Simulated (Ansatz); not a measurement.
The same atomization along the group B, Al, Ga, In.

Isolated molecules relaxed with PBE0-D4/def2-TZVP in Ansatz; ΔE leaves out vibrations. CBS: MP2 limit from def2 TZ/QZ plus the TZ coupled-cluster correction, frozen cores. This one scheme is used for every species, atoms too. DFT in def2-TZVPP. Open shells (•) are unrestricted, without spin–orbit coupling. Spin–orbit coupling would lower the free atoms: a little for Al, B, C; clearly for Ga; strongly for In. Elements past krypton have def2 core potentials. For Ga, In outer-core shells are correlated without core-valence functions, so the limit isn't a true one: a few kJ/mol of doubt a bond, and 10 to 20 or more in all where bonds break to atoms. Scalar relativity is left out up to krypton.

```
                          reaction  CCSD(T)/CBS(def2) (eV)
         `BC=C` → B• + 2 C• + 5 H•                   31.94
`C=[CH][AlH2]` → Al• + 2 C• + 5 H•                       ?
`C=[CH][GaH2]` → Ga• + 2 C• + 5 H•                   28.16
`C=[CH][InH2]` → In• + 2 C• + 5 H•                   26.98
```

(1) Fill in the missing values. (Estimate.)

Largest T1 diagnostic: 0.018, for Al•.

## Answers

(1) Computed: `C=[CH][AlH2]` → Al• + 2 C• + 5 H•: +28.87 eV.

For atomizations the MP2-based limit and the directly extrapolated one differ by several kJ/mol either way, and by 10 to 25 for some Ge, Se and Sn compounds, so smaller differences from it don't rank the levels.
